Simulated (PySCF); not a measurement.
EPR parameters of C5H5F2

Species: C₅H₅F₂ (doublet state).
Structure used (GFN2-xTB), in Å, numbered top down from 1:
```
atom  x, y, z in Å
F1     1.0637   -2.3173    0.3895
C2     0.6074   -1.0730    0.2059
C3    -0.8143   -0.7980   -0.1444
C4    -0.8607    0.7397   -0.2486
C5     0.5316    1.1914    0.0485
C6     1.3278    0.0999    0.3026
F7     2.6304    0.1702    0.6028
H8    -1.4904   -1.1822    0.6243
H9    -1.0924   -1.2855   -1.0830
H10   -1.1744    1.0668   -1.2437
H11   -1.5717    1.1714    0.4613
H12    0.8441    2.2159    0.0588
```

The species is `F[C]1CCC=C1F` [radical].

Theory: UKS B3LYP, pcH-1 on C F H, non-relativistic, mean-field spin-orbit, GIAO in PySCF 2.14.0. Geometry: GFN2-xTB; no solvent, vibrations or thermal averaging. A GFN2-xTB geometry isn't a minimum of the functional, and hyperfine couplings can be far from their values at a DFT geometry. No stability test was run, so a lower SCF solution isn't excluded. ⟨S²⟩ is 0.774 where a pure state has 0.75.

```
g1, g2, g3                      : 2.00209, 2.00342, 2.00398
g_iso                           : 2.00316
Form of g                       : rhombic: the two nearest values differ by 29 % of g3 − g1
⟨S²⟩                            : 0.7735 (exact 0.7500)
α and β electrons               : 27, 26
HOMO–LUMO gap, α and β orbitals : 5.93, 5.70 eV
Total energy                    : -393.17389 Eh
```

Isotropic coupling and dipolar principal values T1 to T3, in mT; ρ(0) is the spin density at the nucleus (MHz turned into mT with g_iso):

```json
{"atom": "F1", "isotope": "19F", "a_iso": "3.40", "T1": "-5.99", "T2": "-4.88", "T3": "10.88", "Mulliken spin population": "0.04", "ρ(0) (bohr⁻³)": "0.0227"}
{"atom": "C2", "isotope": "13C", "a_iso": "2.26", "T1": "-1.95", "T2": "-1.92", "T3": "3.87", "Mulliken spin population": "0.55", "ρ(0) (bohr⁻³)": "0.0564"}
{"atom": "C3", "isotope": "13C", "a_iso": "-0.73", "T1": "-0.02", "T2": "0.00", "T3": "0.02", "Mulliken spin population": "-0.05", "ρ(0) (bohr⁻³)": "-0.0183"}
{"atom": "C4", "isotope": "13C", "a_iso": "-0.69", "T1": "-0.03", "T2": "0.00", "T3": "0.03", "Mulliken spin population": "-0.05", "ρ(0) (bohr⁻³)": "-0.0172"}
{"atom": "C5", "isotope": "13C", "a_iso": "1.93", "T1": "-1.87", "T2": "-1.81", "T3": "3.68", "Mulliken spin population": "0.64", "ρ(0) (bohr⁻³)": "0.0480"}
{"atom": "C6", "isotope": "13C", "a_iso": "-1.97", "T1": "-1.02", "T2": "0.49", "T3": "0.53", "Mulliken spin population": "-0.21", "ρ(0) (bohr⁻³)": "-0.0491"}
{"atom": "F7", "isotope": "19F", "a_iso": "-1.10", "T1": "-2.67", "T2": "0.96", "T3": "1.72", "Mulliken spin population": "-0.01", "ρ(0) (bohr⁻³)": "-0.0073"}
{"atom": "H8", "isotope": "1H", "a_iso": "2.55", "T1": "-0.13", "T2": "-0.07", "T3": "0.20", "Mulliken spin population": "0.03", "ρ(0) (bohr⁻³)": "0.0160"}
{"atom": "H9", "isotope": "1H", "a_iso": "2.55", "T1": "-0.13", "T2": "-0.07", "T3": "0.20", "Mulliken spin population": "0.03", "ρ(0) (bohr⁻³)": "0.0160"}
{"atom": "H10", "isotope": "1H", "a_iso": "2.38", "T1": "-0.14", "T2": "-0.07", "T3": "0.21", "Mulliken spin population": "0.02", "ρ(0) (bohr⁻³)": "0.0149"}
{"atom": "H11", "isotope": "1H", "a_iso": "2.39", "T1": "-0.14", "T2": "-0.07", "T3": "0.21", "Mulliken spin population": "0.02", "ρ(0) (bohr⁻³)": "0.0150"}
{"atom": "H12", "isotope": "1H", "a_iso": "-1.55", "T1": "-0.91", "T2": "0.00", "T3": "0.91", "Mulliken spin population": "-0.03", "ρ(0) (bohr⁻³)": "-0.0097"}
```

The Mulliken spin populations are largest on C5 (+0.64), C2 (+0.55) and C6 (-0.21). The angles at C5 add up to 360.0°, so it is planar; its axial dipolar tensor and the negative coupling of its proton fit spin in a p orbital normal to that plane.

C2, the radical centre as drawn in `F[C]1CCC=C1F`, holds a spin population of +0.55 out of 1.

Axes: g2 points within 3° of the C5–C6 bond.

Under fast tumbling the dipolar parts average out, and these isotropic splittings remain: 1 × 19F (F1, I = 1/2, 2 lines) with 3.40 mT, 2 × 1H (H8/H9, I = 1/2, 3 lines) with 2.55 mT, 2 × 1H (H10/H11, I = 1/2, 3 lines) with 2.38 mT, 1 × 1H (H12, I = 1/2, 2 lines) with 1.55 mT and 1 × 19F (F7, I = 1/2, 2 lines) with 1.10 mT.

Means are taken over nuclei equivalent by connectivity, which assumes that they swap fast.

The 13C coupling of C2 (63.4 MHz) shows only in satellite lines or after enrichment, since that isotope makes up about 1.07 % of natural carbon.
